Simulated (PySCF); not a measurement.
Work out the structure from these simulated measurements.

Elements present: C, H and S. Monoisotopic mass: 126.0503 u.

- Triplet: lowest triplet excitation (Tamm–Dancoff): 3.80 eV [TDA wB97X-D/def2-SVPD]
- Polarisability: 97.3 au [wB97X-D/def2-SVPD]
- 1H NMR: chemical shifts (computed TMS as zero) by class: 7.09 (1 H), 6.96 (1 H), 6.95 (1 H), 3.07 (1 H), 1.35 (6 H) ppm [GIAO PBE0/pcSseg-1]
- Rotational structure: rotational constants A, B, C: 3.305, 1.283, 1.151 GHz [GFN2-xTB]
- 13C NMR: chemical shifts (computed TMS as zero) by class: 165.7 (1 C), 131.5 (1 C), 130.1 (1 C), 126.2 (1 C), 36.4 (1 C), 30.5 (2 C) ppm [GIAO PBE0/pcSseg-1]
- UV, first state: lowest singlet excitation: 5.67 eV (219 nm, f = 0.126) [TDDFT wB97X-D/def2-SVPD]
- Dipole: 0.80 D [wB97X-D/def2-SVPD]

Gas-phase values; electronic properties from PySCF, density fitting. Levels stand in brackets. The structure is a single GFN2-xTB conformer in the gas phase; no vibrational or solvent corrections. Each NMR value is the plain mean over a class of atoms that symmetry, rotation or inversion makes alike.

Question: Which formula fits the mass and the elements?

Answer: C7H10S (calculated 126.0503). No other formula that holds each of these elements comes within 0.0003 u with a fitting electron parity and a possible valence count.

Question: Propose a structure and show how it fits.

Answer: Numbering: `[CH3:1][CH:2]([CH3:3])[c:4]1[cH:5][cH:6][cH:7][s:8]1`. Its formula, C7H10S, gives 3 degrees of unsaturation: 1 ring and 2 π bonds in the structure found (Kekulé form). 7 carbons fall into 6 classes; from least to most shielded: substituted aromatic carbon [C4] (165.7 ppm), aromatic CH next to a ring sulfur [C7] (131.5 ppm), aromatic CH carbon [C6] (130.1 ppm), aromatic CH carbon [C5] (126.2 ppm), benzylic-type carbon [C2] (36.4 ppm), methyl carbon [C1/C3] (30.5 ppm, 2 C). Hydrogen classes from least to most shielded: 1 H on an aromatic CH next to a ring sulfur, C7 (7.09 ppm), 1 H on an aromatic CH carbon, C6 (6.96 ppm), 1 H on an aromatic CH carbon, C5 (6.95 ppm), 1 H on a benzylic-type carbon, C2 (3.07 ppm), 6 H on 2 methyl carbons, C1/C3 (1.35 ppm). The optimised geometry has point group Cs and is an asymmetric top. Structure: `CC(C)C1=CC=CS1`. Computed isomers that give other values at the same levels: `C=C/C=C(/C)C(C)=S` (13C chemical shifts (computed TMS as zero) by class: 257.3 (1 C), 154.4 (1 C), 148.2 (1 C), 147.3 (1 C), 136.6 (1 C), 47.5 (1 C), 28.6 (1 C) ppm); `C/C=C/C=C\C(C)=S` (13C chemical shifts (computed TMS as zero) by class: 252.9 (1 C), 164.8 (1 C), 152.7 (1 C), 138.7 (1 C), 129.7 (1 C), 48.6 (1 C), 24.0 (1 C) ppm); `CC(=S)[C@H]1C=C(C)C1` (13C chemical shifts (computed TMS as zero) by class: 280.7 (1 C), 157.6 (1 C), 142.6 (1 C), 61.7 (1 C), 44.3 (1 C), 39.4 (1 C), 16.6 (1 C) ppm). The assignments are read from this structure; whether some other isomer fits the data as well wasn't checked.

The values belong to the conformer `[CH3:1][CH:2]([CH3:3])[c:4]1[cH:5][cH:6][cH:7][s:8]1`: C1–C2–C4–C5 118°.
